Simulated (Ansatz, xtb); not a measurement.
**C5H5FN2: which of two isomers lies lower**

Structure I is `Cc1nccnc1F`, a singlet and structure II is `Cc1ncncc1F`, a singlet. Both are isolated molecules in the gas phase, relaxed with B3LYP/def2-SVP.

I (Å):

```json
{"atom": "C", "x (Å)": "-2.4809", "y (Å)": "0.5161", "z (Å)": "-0.8983"}
{"atom": "C", "x (Å)": "-1.1197", "y (Å)": "0.1135", "z (Å)": "-0.4106"}
{"atom": "C", "x (Å)": "1.1630", "y (Å)": "0.0857", "z (Å)": "-0.6273"}
{"atom": "C", "x (Å)": "1.2857", "y (Å)": "-0.6565", "z (Å)": "0.5458"}
{"atom": "C", "x (Å)": "-0.9514", "y (Å)": "-0.6394", "z (Å)": "0.7740"}
{"atom": "F", "x (Å)": "-2.0431", "y (Å)": "-0.9901", "z (Å)": "1.4593"}
{"atom": "N", "x (Å)": "-0.0330", "y (Å)": "0.4642", "z (Å)": "-1.0959"}
{"atom": "N", "x (Å)": "0.2040", "y (Å)": "-1.0191", "z (Å)": "1.2491"}
{"atom": "H", "x (Å)": "-2.3777", "y (Å)": "1.0860", "z (Å)": "-1.8306"}
{"atom": "H", "x (Å)": "-3.1149", "y (Å)": "-0.3670", "z (Å)": "-1.0803"}
{"atom": "H", "x (Å)": "-3.0036", "y (Å)": "1.1347", "z (Å)": "-0.1505"}
{"atom": "H", "x (Å)": "2.0466", "y (Å)": "0.3820", "z (Å)": "-1.2021"}
{"atom": "H", "x (Å)": "2.2642", "y (Å)": "-0.9655", "z (Å)": "0.9282"}
```

II (Å):

```xyz
13

C    -2.4177    0.6835   -0.6564
C    -1.0229    0.1923   -0.3995
C     1.2108    0.1596   -0.9102
C     0.5632   -1.1376    0.8326
C    -0.7445   -0.7122    0.6353
F    -1.7324   -1.1570    1.4213
N    -0.0155    0.6196   -1.1689
N     1.5528   -0.6975    0.0515
H    -2.4046    1.3900   -1.4957
H    -3.0929   -0.1544   -0.8960
H    -2.8319    1.1816    0.2352
H     2.0179    0.5260   -1.5553
H     0.7991   -1.8443    1.6368
```

Quicker runs give these differences E(II) − E(I): GFN2-xTB −2.29 kcal/mol; HF/STO-3G +0.99 kcal/mol (at GFN2-xTB geometries); r2SCAN-D4/def2-SVP +3.24 kcal/mol (at GFN2-xTB geometries).

Problem. Which of the two would you expect CCSD(T)/def2-SVP + ΔMP2/def2-TZVPP electronic energies to favour?

Solution. Structure I; the calculation gives E(II) − E(I) = +1.83 kcal/mol.

Level by level:

```json
{"level": "GFN2-xTB", "geometry": "GFN2-xTB", "E(II) − E(I) (kcal/mol)": "−2.29", "departure from the last row (kcal/mol)": "−4.12", "job, with rough time for the two": "optimisation, 0.11 s"}
{"level": "HF/STO-3G", "geometry": "GFN2-xTB", "E(II) − E(I) (kcal/mol)": "+0.99", "departure from the last row (kcal/mol)": "−0.84", "job, with rough time for the two": "single point, 0.36 s"}
{"level": "r2SCAN-D4/def2-SVP", "geometry": "GFN2-xTB", "E(II) − E(I) (kcal/mol)": "+3.24", "departure from the last row (kcal/mol)": "+1.40", "job, with rough time for the two": "single point, 3.7 s"}
{"level": "B3LYP/def2-SVP", "geometry": "B3LYP/def2-SVP", "E(II) − E(I) (kcal/mol)": "+2.77", "departure from the last row (kcal/mol)": "+0.94", "job, with rough time for the two": "optimisation, 24 s"}
{"level": "HF/def2-SVP", "geometry": "B3LYP/def2-SVP", "E(II) − E(I) (kcal/mol)": "+0.79", "departure from the last row (kcal/mol)": "−1.04", "job, with rough time for the two": "part of the CCSD(T) run"}
{"level": "MP2/def2-SVP", "geometry": "B3LYP/def2-SVP", "E(II) − E(I) (kcal/mol)": "+3.55", "departure from the last row (kcal/mol)": "+1.72", "job, with rough time for the two": "part of the CCSD(T) run"}
{"level": "CCSD(T)/def2-SVP", "geometry": "B3LYP/def2-SVP", "E(II) − E(I) (kcal/mol)": "+2.27", "departure from the last row (kcal/mol)": "+0.44", "job, with rough time for the two": "single point"}
{"level": "CCSD(T)/def2-SVP + ΔMP2/def2-TZVPP", "geometry": "B3LYP/def2-SVP", "E(II) − E(I) (kcal/mol)": "+1.83", "departure from the last row (kcal/mol)": "", "job, with rough time for the two": "single point, 80 s"}
```

As drawn, both hold the same kinds of bond in the same numbers.

GFN2-xTB puts the two in the other order. The largest departure from CCSD(T)/def2-SVP + ΔMP2/def2-TZVPP is that of GFN2-xTB, 4.12 kcal/mol. The last row adds to CCSD(T) the change of the MP2 difference between the two basis sets, here −0.44 kcal/mol.

With thermal terms from frequencies at re-optimised GFN2-xTB minima (ideal gas, soft modes damped towards free rotors, one conformer each, 298.15 K, 1 atm): on the last row, ΔE + ΔZPE = +1.86, ΔH = +1.88, ΔG = +1.86 kcal/mol.

The correlated steps freeze 8 core orbitals. Codes used: Ansatz 0.2.0, xtb 6.7.1; the last row on 4 threads of Arm Neoverse V1 on a shared host.
